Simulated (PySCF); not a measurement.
H₂Te, SMILES [TeH2] (connectivity only; charge and spin as stated), charge +1, multiplicity 2.

Geometry optimised at PBE0-D3(BJ)/def2-TZVPD. The spin state was assumed, not searched. The def2 effective core potentials stand for the cores of Te; spin–orbit coupling is left out.

Two levels are set side by side: PBE/def2-TZVPD (PySCF) and M06-2X/def2-TZVPD (PySCF). Same geometry, gas phase. Differences are taken from unrounded values.

```
quantity                     M06-2X   PBE  PBE minus M06-2X
---------------------------  ------  ----  ----------------
α-spin orbital gap (eV)        9.82  5.60             -4.23
β-spin orbital gap (eV)        7.42  3.05             -4.37
mean polarisability (bohr³)    28.7  29.0               0.3
```

Rough cost on one machine, each run with all the roots and properties that it gave: M06-2X against PBE about 2 times.
